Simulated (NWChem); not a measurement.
**Correlation energy of hydrogen selenide (H2Se)**

```xyz
3

Se     0.0000     0.0000    -0.0571
H      1.0502     0.0000     0.9703
H     -1.0502     0.0000     0.9703
```
Charge 0, spin multiplicity 1.

All runs are NWChem calculations. All single points use one geometry, from PBE0/def2-SVP, a minimum by its harmonic frequencies.

Basis set: def2-TZVP. Each correlation energy counts from its own Hartree-Fock reference.

The Hamiltonian is non-relativistic. The correlated methods keep 9 core orbitals frozen. Coupled-cluster values serve here as a point of comparison, not as the truth.

Problem. One of these methods gave a correlation energy of -301.9 mHa. Which?
(A) SCS-MP2
(B) MP2
(C) CR-CCSD(T)
(D) CCSD+T(CCSD)

Solution. C, CR-CCSD(T). The others give -267.7 (SCS-MP2), -279.2 (MP2), -303.8 (CCSD+T(CCSD)).
